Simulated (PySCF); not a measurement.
C3H6N2Si, SMILES C1=N[SiH2]CN=C1. Atoms are numbered in the order given.

```xyz
12

C      1.1609    -1.1874     0.1008
N     -0.0158    -1.6736     0.1618
C     -1.1888    -0.8457    -0.1412
Si    -0.9260     1.0182     0.1244
N      0.8028     1.2519    -0.1882
C      1.5639     0.2305    -0.1841
H      1.9988    -1.8779     0.2935
H     -2.0543    -1.2657     0.3970
H     -1.4212    -1.0096    -1.2116
H     -1.7172     1.8324    -0.8358
H     -1.2168     1.4717     1.5143
H      2.6497     0.3614    -0.3678
```

Geometry optimised at B3LYP-D3(BJ)/def2-SVP. This is a generated structure with no PubChem entry under its InChIKey; it may be hypothetical. Other conformers were not sampled.

Level of theory: TDDFT-PBE/def2-SVPD in PySCF.

Vertical excitations. Isolated molecule, no solvent.

```
state  energy (eV)  λ (nm)      f                                            main pairs
-----  -----------  ------  -----  ----------------------------------------------------
S1            2.14     578  0.002                                       HOMO→LUMO 100 %
S2            3.85     322  0.000                                      HOMO−1→LUMO 97 %
S3            4.50     276  0.028                                      HOMO−2→LUMO 87 %
S4            4.97     249  0.003                                      HOMO→LUMO+1 87 %
S5            5.10     243  0.024                                      HOMO→LUMO+2 86 %
S6            5.24     236  0.005                                      HOMO→LUMO+3 96 %
S7            5.54     224  0.030                                      HOMO−3→LUMO 81 %
S8            5.91     210  0.023                    HOMO→LUMO+4 80 %, HOMO−4→LUMO 18 %
S9            6.02     206  0.052                    HOMO→LUMO+5 72 %, HOMO−4→LUMO 17 %
S10           6.10     203  0.023  HOMO−4→LUMO 41 %, HOMO→LUMO+5 26 %, HOMO→LUMO+4 10 %
T1            1.68     738      0                                       HOMO→LUMO 100 %
T2            3.25     381      0                    HOMO−1→LUMO 80 %, HOMO−2→LUMO 18 %
T3            3.41     363      0                    HOMO−2→LUMO 79 %, HOMO−1→LUMO 18 %
T4            4.77     260      0                                      HOMO→LUMO+1 93 %
```
Triplets are in the Tamm–Dancoff approximation, which puts them higher than full response would, so one can lie above its singlet here.
